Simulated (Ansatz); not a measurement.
`N[SiH](O)[SiH3]` at its PBE0-D4/def2-TZVP geometry, where that method's forces vanish. The species carries charge 0 and has multiplicity 1.

```
atom    x (Å)    y (Å)    z (Å)
  N1  -0.5424   1.4302  -0.8680
 Si2   0.5606   0.3081  -0.2012
  O3   1.3136   0.7935   1.1886
 Si4  -0.5410  -1.6557   0.4311
  H5  -0.3294   1.9862  -1.6775
  H6  -1.4139   1.6868  -0.4375
  H7   1.5600   0.1053  -1.2891
  H8   1.8062   1.6159   1.1574
  H9  -1.0356  -2.3697  -0.7785
 H10   0.3423  -2.5773   1.1947
 H11  -1.7202  -1.3231   1.2801
```

For each bond, give half the difference of the two atoms' forces along it (eV/Å; positive pushes the atoms apart) under PBE-D4, r2SCAN-D4, B3LYP-D4, ωB97M-V in def2-TZVPP. (Best estimate.)

Computed: 
```csv
bond,length (Å),PBE-D4,r2SCAN-D4,B3LYP-D4,ωB97M-V
N1–Si2,1.709,0.03,0.01,0.08,0.08
N1–H5,1.005,0.18,0.01,-0.01,-0.02
N1–H6,1.005,0.18,0.01,-0.02,-0.03
Si2–O3,1.654,0.27,0.05,0.13,0.13
Si2–Si4,2.339,-0.13,0.00,0.04,-0.02
Si2–H7,1.491,0.01,-0.04,-0.14,-0.16
O3–H8,0.959,0.36,0.03,-0.02,-0.06
Si4–H9,1.489,0.09,-0.02,-0.07,-0.09
Si4–H10,1.488,0.09,-0.01,-0.07,-0.10
Si4–H11,1.491,0.09,-0.01,-0.07,-0.09
```

B3LYP here is the variant with VWN-RPA as its local correlation; programs differ in this.
